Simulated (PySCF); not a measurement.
**The third ionisation energy along group 15**

Calculated with PySCF 2.14 from differences of total energies of unrestricted determinants, without spin-orbit coupling. Values in eV. The last column holds reference values (NIST; (s) semi-empirical, (t) theoretical, else measured). Unmarked ones compare directly (S terms, centres of terms, or small fine structure); those marked * lie between the lowest fine-structure levels and include a spin-orbit shift.

```json
{"element": "N (aug-cc-pVTZ-DK, spin-free X2C)", "configurations": "[He] 2s2 2p1 → [He] 2s2", "MP2 (valence)": "47.448", "SCS-MP2 (valence)": "47.399", "CCSD (valence)": "47.206", "CCSD(T) (valence)": "47.234", "LDA": "47.829", "PBE": "47.981", "reference": "47.445 (s) *"}
{"element": "P (aug-cc-pVTZ-DK, spin-free X2C)", "configurations": "[Ne] 3s2 3p1 → [Ne] 3s2", "MP2 (valence)": "29.864", "SCS-MP2 (valence)": "29.854", "CCSD (valence)": "29.986", "CCSD(T) (valence)": "30.014", "LDA": "30.190", "PBE": "30.225", "reference": "30.203 *"}
{"element": "As (aug-cc-pVTZ-DK, spin-free X2C)", "configurations": "[Ar] 3d10 4s2 4p1 → [Ar] 3d10 4s2", "MP2 (valence)": "27.746", "SCS-MP2 (valence)": "27.735", "CCSD (valence)": "27.825", "CCSD(T) (valence)": "27.844", "LDA": "28.255", "PBE": "28.081", "reference": "28.349 ± 0.012 *"}
{"element": "Sb (aug-cc-pVTZ-DK3, spin-free X2C)", "configurations": "[Kr] 4d10 5s2 5p1 → [Kr] 4d10 5s2", "MP2 (valence)": "24.362", "SCS-MP2 (valence)": "24.352", "CCSD (valence)": "24.429", "CCSD(T) (valence)": "24.446", "LDA": "24.939", "PBE": "24.701", "reference": "25.323 *"}
{"element": "Bi (aug-cc-pVTZ-DK3, spin-free X2C)", "configurations": "[Xe] 4f14 5d10 6s2 6p1 → [Xe] 4f14 5d10 6s2", "MP2 (valence)": "23.270", "SCS-MP2 (valence)": "23.259", "CCSD (valence)": "23.322", "CCSD(T) (valence)": "23.332", "LDA": "23.920", "PBE": "23.657", "reference": "25.571 *"}
```

"Valence" correlates the outer s and p shells and, in groups 3 to 12 and the f block, the outer d or f shell, open or full, or the next shell where the ion has no valence electron left; the wider scheme adds the next inner shell.
